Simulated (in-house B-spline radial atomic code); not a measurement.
## RPA and G0W0 on BLYP: Yb III (Yb2+)

Configuration [Xe] 4f14, mean-field start BLYP. Computed with an all-electron radial atomic-structure program (B-spline basis): all electrons, scalar-relativistic (spin-free one-electron X2C), finite nucleus, each spin shell either full or empty, empty states to l = 9 with an (l + 1/2)⁻⁴ tail; G0W0 by contour deformation at full frequency.

Without the two-electron picture change, the correlation of inner shells comes somewhat too large for so heavy an element.

Command:
```bash
python run_gw.py task.json out
```
Settings (radii: box in bohr, nucleus in fm):
```
Z                        70
electrons                68
configuration            [Xe] 4f14
hamiltonian              x2c
method                   b88,lyp
lmax                     9
rms_radius               5.3108
spin_polarised           False
box_radius               17.55
intervals                69
```

Cost of the run: 7.2 s on 1 thread of Arm Neoverse N1 (shared host).

Energies (hartree):

```csv
term,value
mean-field total,-14060.04556
Hartree-Fock functional on these orbitals,-14053.98275
direct second order,-8.1486
second-order exchange,1.9527
SOSEX correction,1.7364
```

Problem. What is the RPA correlation energy, and what remains with SOSEX?

Solution. RPA gives -6.4643 hartree (-2.59 eV per electron); RPA + SOSEX gives -4.7279, and the second-order doubles -6.1959 hartree (no singles). RPA lacks exchange-type terms and so overcorrelates at short range.

Quasi-particle levels (eV):

| level | occupied | mean field | Σx - vxc | Σc | QP weight | G0W0 |
| --- | --- | --- | --- | --- | --- | --- |
| 4f | yes | -17.519 | -13.79 | ? | ? | ? |
| 6s | no | -15.519 | 4.55 | -1.37 | 0.956 | -12.347 |

G0W0 = mean field + (Σx - vxc) + Σc, with Σc (partial-wave tail included) taken at the quasi-particle energy. Only the outer levels were computed. Levels of low weight are left out.

Problem. Where does G0W0 put 4f?

Solution. At -25.362 eV, with Σc = 5.95 eV and a quasi-particle weight of 0.742. The tabulated removal energy is 25.053 ± 0.025 eV (NIST, semi-empirical); the calculation leaves out spin-orbit coupling, Breit and QED terms, and what these don't explain is the method's own error.
